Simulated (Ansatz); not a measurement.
The cluster MgZn₂⁺, relaxed as a doublet with UKS PBE/def2-TZVP in Ansatz, starting from the GFN1-xTB geometry. Force threshold 0.02 eV/Å.

The structure comes from a short search, and lower isomers may exist.

Start:

Cartesian coordinates in Å:
```
Mg -0.670 1.737 -0.210
Zn -0.689 -0.793 -0.594
Zn 1.359 -0.944 0.804
```

```json
{"step": "1", "energy (eV)": "-102259.5033", "largest force component (eV/Å)": "0.730", "SCF passes": "18"}
{"step": "2", "energy (eV)": "-102259.6683", "largest force component (eV/Å)": "0.377", "SCF passes": "23"}
{"step": "3", "energy (eV)": "-102259.7682", "largest force component (eV/Å)": "0.202", "SCF passes": "22"}
{"step": "4", "energy (eV)": "-102259.8429", "largest force component (eV/Å)": "0.149", "SCF passes": "22"}
{"step": "5", "energy (eV)": "-102259.9089", "largest force component (eV/Å)": "0.177", "SCF passes": "22"}
{"step": "6", "energy (eV)": "-102259.9585", "largest force component (eV/Å)": "0.154", "SCF passes": "22"}
{"step": "7", "energy (eV)": "-102259.9926", "largest force component (eV/Å)": "0.112", "SCF passes": "22"}
{"step": "8", "energy (eV)": "-102260.0150", "largest force component (eV/Å)": "0.056", "SCF passes": "22"}
{"step": "9", "energy (eV)": "-102260.0231", "largest force component (eV/Å)": "0.013", "SCF passes": "22"}
```

Force components are those of the run's own axes.

End:

```xyz
3

Mg   -1.585    2.110   -0.790
Zn    0.022   -0.036    0.010
Zn    1.563   -2.074    0.780
```

By distances, no bond broke or formed. The bond that changes most is Mg1–Zn2, from 2.56 to 2.80 Å (atoms count from 1).

No frequencies were taken in this run, so the end may be a saddle point.

It took 12 s on 4 threads of Arm Neoverse V1 on a shared host.
